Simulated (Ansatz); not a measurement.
Geometry optimisation, Ansatz, RHF/def2-SVP.

Input:

```yaml
crystal:
  periodic: [false, false, false]
  atoms:
    - { symbol: In, position_ang: [0.4662, -0.5156, 0.2295] }
    - { symbol: S, position_ang: [0.6044, 1.861, -1.3991] }
    - { symbol: O, position_ang: [0.2655, -0.2714, 2.1585] }
    - { symbol: O, position_ang: [1.2602, -2.2066, -0.3537] }
    - { symbol: H, position_ang: [-1.0067, 1.1237, -1.1136] }
    - { symbol: O, position_ang: [-1.7051, 0.1913, -0.6065] }
    - { symbol: H, position_ang: [0.505, 2.5776, -0.284] }
    - { symbol: H, position_ang: [0.5694, -1.0764, 2.58] }
    - { symbol: H, position_ang: [1.2517, -2.292, -1.3057] }
    - { symbol: H, position_ang: [-2.2106, 0.6085, 0.0944] }
basis:
  gaussian: { orbitals: def2-SVP }
hamiltonian:
  xc: hf
relax:
  f_tol: 0.15
  max_steps: 25
  restrain:
    - { distance: [0, 5], at: 3.38, k: 30.0 }
    - { distance: [4, 1], at: 2.66, k: 30.0 }
    - { distance: [0, 1], at: 2.47, k: 30.0 }
    - { distance: [4, 5], at: 0.97, k: 30.0 }
```

Command:

```bash
$ ansatz run input.yaml --threads 2 --pin off --max-ram 3072MiB --backend cpu --events-out ev --progress --plain --runs-dir out
```

Q: Where does it end, and by what steps?

A: The run converged. The restraints hold the end off the free minimum. After 8 steps the energy has fallen by 1.530 eV (the restraints' own energy left out); H5 moved furthest, 0.67 Å. Parted: In1–O6. Joined: H5–O6.

```tsv
step	energy less start (eV)	largest force component (eV/Å)	accepted
0	0.0000	2.741	yes
1	-0.6397	3.512	yes
2	-1.2019	1.661	yes
3	-1.3204	1.883	yes
4	-1.4112	0.717	yes
5	-1.4459	1.138	yes
6	-1.4916	0.614	yes
7	-1.5201	0.536	yes
8	-1.5305	0.533	yes
```

```xyz
10
Properties=species:S:1:pos:R:3
In 0.907 -0.424 0.233
S 0.930 1.613 -1.139
O 0.589 -0.198 2.165
O 1.341 -2.215 -0.465
H -1.660 0.987 -1.159
O -2.225 0.328 -0.757
H 0.823 2.436 -0.091
H 0.560 -0.968 2.712
H 1.469 -2.351 -1.390
H -2.736 0.791 -0.109
```

The run took 22 s on 2 threads of Arm Neoverse V1, on a shared host, peak memory 0.26 GiB.
